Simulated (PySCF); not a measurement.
C₄H₇FO. Atoms are numbered in the order given.

```xyz
13

C      1.9081     0.6790     0.0235
O      1.0500    -0.4503     0.0703
C     -0.2669    -0.1646    -0.1225
F     -0.5292     0.2512    -1.4056
C     -1.1030     0.4505     0.9516
C     -1.2831    -1.0168     0.5329
H      1.6394     1.4193     0.7990
H      2.9280     0.3163     0.2078
H      1.8688     1.1691    -0.9632
H     -1.8778     1.1599     0.6501
H     -0.6301     0.6480     1.9173
H     -0.9231    -1.7919     1.2136
H     -2.1722    -1.2676    -0.0505
```
Charge 0, spin multiplicity 1.

The structure is a stationary point at B3LYP-D3(BJ)/def2-SVP. The values are those of a single conformer.

Calculation: TDDFT-PBE/def2-SVPD (PySCF).

Vertical excitations. Isolated molecule, no solvent.

**Question.** List the lowest excited states. (An estimate is asked for; the answer gives what the named calculation found.)

**Answer.** 
```
state  energy (eV)  λ (nm)      f          main pairs
-----  -----------  ------  -----  ------------------
S1            6.50     191  0.004     HOMO→LUMO 100 %
S2            6.98     178  0.028    HOMO→LUMO+1 99 %
S3            7.22     172  0.010    HOMO−1→LUMO 99 %
S4            7.24     171  0.006    HOMO→LUMO+2 95 %
S5            7.44     167  0.003    HOMO→LUMO+3 95 %
S6            7.71     161  0.023  HOMO−1→LUMO+1 97 %
S7            7.80     159  0.006    HOMO→LUMO+4 96 %
S8            7.92     157  0.006    HOMO−2→LUMO 85 %
S9            7.95     156  0.012  HOMO−1→LUMO+2 82 %
S10           8.00     155  0.018    HOMO→LUMO+5 92 %
T1            6.41     193      0     HOMO→LUMO 100 %
T2            6.87     180      0    HOMO→LUMO+1 99 %
T3            7.04     176      0    HOMO→LUMO+2 95 %
T4            7.13     174      0    HOMO−1→LUMO 96 %
```
Triplets are in the Tamm–Dancoff approximation, which puts them higher than full response would, so one can lie above its singlet here.
